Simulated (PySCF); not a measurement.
In(Cl)(Me)2 (C₂H₆ClIn), SMILES [CH3][In]([Cl])[CH3].

Geometry: B3LYP-D3(BJ)/def2-SVP. The structure was generated by enumeration; whether it is a known compound was not checked. The def2 effective core potentials stand for the cores of In; spin–orbit coupling is left out.

Two levels are set side by side: TDA-PBE/def2-SVPD (PySCF) and TDA-CAM-B3LYP/def2-SVPD (PySCF). Vertical, same geometry. The lowest singlet is HOMO→LUMO 100 % with PBE and HOMO→LUMO 97 % with the other functional; states are paired by order. Differences are taken from unrounded values.

| quantity | TDA-PBE |
|---|---|
| lowest singlet excitation (eV) | 4.44 |
| lowest triplet excitation (TDA) (eV) | 4.30 |
| first bright state (f over 0.05) (eV) | 5.13 |
| its oscillator strength | 0.09 |

### Question
These are the TDA-PBE values. What does TDA-CAM-B3LYP give? (An estimate is asked for; the answer gives what the named calculation found.)

### Answer

| quantity | TDA-CAM-B3LYP | TDA-PBE minus TDA-CAM-B3LYP |
|---|---|---|
| lowest singlet excitation (eV) | 5.06 | -0.61 |
| lowest triplet excitation (TDA) (eV) | 4.82 | -0.52 |
| first bright state (f over 0.05) (eV) | 6.17 | -1.04 |
| its oscillator strength | 0.27 | -0.18 |

Functionals without exact exchange tend to place singlet excitations lower, as here. Differences between two approximate levels are no errors against the true value.

Rough cost on one machine, each run with all the roots and properties that it gave: TDA-CAM-B3LYP against TDA-PBE about 4 times.
